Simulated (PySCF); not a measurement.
Spin-rotation constants: `P(C[PH2+]CC)(C)C(F)(F)F`, [C5H12F3P2]+, charge +1

Molfile (atoms numbered from 1):
```
C5H12F3P2
     RDKit          3D

 22 21  0  0  0  0  0  0  0  0999 V2000
    3.3218    0.0503   -0.7222 C   0  0  0  0  0  0  0  0  0  0  0  0
    2.0231    0.6371   -0.1699 C   0  0  0  0  0  0  0  0  0  0  0  0
    1.0524   -0.6795    0.6043 P   0  0  0  0  0  0  0  0  0  0  0  0
   -0.5975   -0.1878    1.1937 C   0  0  0  0  0  0  0  0  0  0  0  0
   -1.9875   -0.9879    0.1755 P   0  0  0  0  0  0  0  0  0  0  0  0
   -3.3775    0.1014    0.6558 C   0  0  0  0  0  0  0  0  0  0  0  0
   -1.4854   -0.0468   -1.3927 C   0  0  0  0  0  0  0  0  0  0  0  0
   -2.3290   -0.2242   -2.3892 F   0  0  0  0  0  0  0  0  0  0  0  0
   -0.2607   -0.4971   -1.7861 F   0  0  0  0  0  0  0  0  0  0  0  0
   -1.3238    1.2722   -1.2016 F   0  0  0  0  0  0  0  0  0  0  0  0
    3.9372    0.8467   -1.1320 H   0  0  0  0  0  0  0  0  0  0  0  0
    3.8935   -0.4529    0.0563 H   0  0  0  0  0  0  0  0  0  0  0  0
    3.1163   -0.6608   -1.5200 H   0  0  0  0  0  0  0  0  0  0  0  0
    1.4420    1.1168   -0.9617 H   0  0  0  0  0  0  0  0  0  0  0  0
    2.2254    1.3857    0.6053 H   0  0  0  0  0  0  0  0  0  0  0  0
    0.9816   -1.7988   -0.1898 H   0  0  0  0  0  0  0  0  0  0  0  0
    1.7743   -1.1131    1.6958 H   0  0  0  0  0  0  0  0  0  0  0  0
   -0.6746    0.9058    1.1986 H   0  0  0  0  0  0  0  0  0  0  0  0
   -0.7172   -0.5474    2.2207 H   0  0  0  0  0  0  0  0  0  0  0  0
   -3.1204    1.1593    0.6021 H   0  0  0  0  0  0  0  0  0  0  0  0
   -3.6890   -0.1566    1.6670 H   0  0  0  0  0  0  0  0  0  0  0  0
   -4.2155   -0.1032   -0.0123 H   0  0  0  0  0  0  0  0  0  0  0  0
  1  2  1  0
  2  3  1  0
  3  4  1  0
  4  5  1  0
  5  6  1  0
  5  7  1  0
  7  8  1  0
  7  9  1  0
  7 10  1  0
  1 11  1  0
  1 12  1  0
  1 13  1  0
  2 14  1  0
  2 15  1  0
  3 16  1  0
  3 17  1  0
  4 18  1  0
  4 19  1  0
  6 20  1  0
  6 21  1  0
  6 22  1  0
M  CHG  1   3   1
M  END
```

Computed with GIAO B97-2/pcSseg-1 magnetisability, rotational g tensor and spin-rotation constants, non-relativistic, gas phase in PySCF. Geometry: GFN2-xTB.

For an ion the centre-of-mass motion in the field is neglected.

(1) Give the nuclear spin-rotation constants along the inertial axes (H = +C I·J) beside the isotropic shieldings.

## Answers

(1) Rotational constants 1.5254, 0.6531, 0.5367 GHz. A star marks the isotopologue with that one atom substituted, in its own axes.
```tsv
atom	isotope	Caa (kHz)	Cbb (kHz)	Ccc (kHz)	mean (kHz)	σ (ppm)
P3	31P	2.130	0.980	0.807	1.306	362.3
P5	31P	2.686	0.983	0.754	1.474	327.4
F8	19F	2.140	0.803	0.641	1.195	246.1
F9	19F	1.766	1.034	0.679	1.160	235.5
F10	19F	1.697	1.080	0.520	1.099	251.4
H11	1H	-0.123	-0.047	-0.041	-0.070	29.5
H12	1H	-0.105	-0.036	-0.066	-0.069	30.5
H13	1H	-0.170	-0.056	-0.025	-0.084	30.3
H14	1H	-0.114	-0.026	-0.062	-0.068	28.9
H15	1H	-0.172	-0.063	-0.016	-0.084	29.3
H16	1H	-0.174	-0.071	0.009	-0.079	26.4
H17	1H	-0.089	-0.013	-0.066	-0.056	26.3
H18	1H	-0.176	-0.085	-0.001	-0.087	29.3
H19	1H	-0.175	0.003	-0.074	-0.082	29.3
H20	1H	-0.164	-0.077	-0.006	-0.082	29.8
H21	1H	-0.168	0.001	-0.070	-0.079	29.9
H22	1H	-0.026	-0.065	-0.063	-0.051	29.6
C1	13C*	0.191	0.085	0.069	0.115	175.0
C2	13C*	0.200	0.096	0.073	0.123	167.6
C4	13C*	0.197	0.094	0.066	0.119	171.6
C6	13C*	0.197	0.092	0.064	0.118	173.8
C7	13C*	0.511	0.198	0.172	0.294	45.8
```
For the geometry as given, no vibrational averaging.
